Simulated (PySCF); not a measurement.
Substituent chemical shifts

Parent skeleton `[CH3:1][CH:2]([F:3])[SiH2:4][N:5]([CH3:6])[CH3:7]`; one hydrogen on atom 1 is replaced by X. Hydrogens on one atom are averaged.

PySCF calculation with coordinates at the GFN2-xTB level and GIAO PBE0/pcSseg-1 shieldings; non-relativistic Hamiltonian, no solvent model, equivalent nuclei averaged, one computed conformer.

Referencing at the same level of theory: TMS for ¹³C and ²⁹Si and ¹H; CFCl3 for ¹⁹F; NH3 for ¹⁵N.

Problem. Order these by the shift of H(C2), most shielded first.
A. X = F
B. X = CN
C. X = C2H5

Solution. C (4.82 ppm), B (4.95 ppm), A (5.15 ppm).

Problem. Order these by the shift of N5, most shielded first.
A. X = vinyl
B. X = CH2F
C. X = CH2CN

Solution. C (13.2 ppm), A (14.9 ppm), B (17.7 ppm).

Problem. Order these by the shift of C1, most shielded first.
A. X = F
B. X = CH2CN
C. X = CN
D. X = vinyl
E. X = propynyl
F. X = CH2F

Solution. C (22.3 ppm), E (24.3 ppm), B (33.8 ppm), F (39.9 ppm), D (41.6 ppm), A (83.1 ppm).

Unscaled 19F shifts against computed CFCl3 carry errors that often reach 10 to 50 ppm. Experimental scales use liquid or dissolved standards, which lie at an offset from isolated NH3 (liquid NH3: subtract about 20 ppm).
